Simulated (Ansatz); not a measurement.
`C[BH][GeH3]` + `N=[C](F)[AlH2]` → `N=[C](F)[GeH3]` + `C[BH][AlH2]` at 400 K and 1 bar (redistribution).

Computed with Ansatz on PBE0-D4/def2-TZVP structures; ΔE is electronic, products minus reactants. CCSD(T)/CBS adds triple-zeta CCSD(T) − MP2 to the extrapolated MP2 energy (def2 sets, frozen cores). For Ge outer-core shells are correlated without core-valence functions, which leaves a few kJ/mol of doubt a bond. Scalar relativity is left out up to krypton. One conformer a species, not always the lowest.

```json
{"species": "`C[BH][GeH3]`", "CCSD(T)/CBS energy (Eh)": "-2143.14307", "H − E (kJ/mol)": "215.7", "S (J/(mol·K))": "357.8"}
{"species": "`N=[C](F)[AlH2]`", "CCSD(T)/CBS energy (Eh)": "-436.32212", "H − E (kJ/mol)": "121.4", "S (J/(mol·K))": "335.3"}
{"species": "`N=[C](F)[GeH3]`", "CCSD(T)/CBS energy (Eh)": "-2271.02746", "H − E (kJ/mol)": "149.4", "S (J/(mol·K))": "346.5"}
{"species": "`C[BH][AlH2]`", "CCSD(T)/CBS energy (Eh)": "-308.41859", "H − E (kJ/mol)": "187.6", "S (J/(mol·K))": "338.9"}
```

H − E and S are ideal-gas, rigid-rotor, harmonic terms from PBE0-D4/def2-TZVP, for one conformer and one mirror image of each species. 1 Eh = 2625.50 kJ/mol, R = 8.31446 J/(mol·K).

Problem. By hand: ΔE, ΔH, ΔS and ΔG.

Solution. ΔE = (-2271.02746) + (-308.41859) − (-2143.14307) − (-436.32212) = 0.01914 Eh = 50.3 kJ/mol. Δ(H − E) = 149.4 + 187.6 − 215.7 − 121.4 = -0.1, so ΔH = 50.2 kJ/mol. ΔS = 346.5 + 338.9 − 357.8 − 335.3 = -7.7 J/(mol·K). ΔG = 50.2 − 400 × (-7.7)/1000 = 53.3 kJ/mol.

Problem. By hand: the equilibrium constant, and the temperature at which ΔG would vanish if ΔH and ΔS stayed fixed.

Solution. log₁₀ K = −ΔG/(RT ln 10) = -7.0. ΔH and −TΔS have one sign here, so there is no such temperature.

The number of gas molecules stays the same, so ΔS is small and ΔH decides. A doubt of 5 kJ/mol in ΔE shifts log₁₀ K by 0.7 here. Other conformers and mirror images would add mixing entropy, several J/(mol·K) or more a flexible species. Modes under 60 cm⁻¹, often nearly free rotors, make the harmonic entropy too high. These are equilibria of isolated gas molecules and say nothing of rates. Largest T1 diagnostic: 0.014 (customary marks: 0.02 for closed shells, 0.045 for open ones).

ΔS is within the doubt of such terms, so its sign, and with it that verdict, could turn.
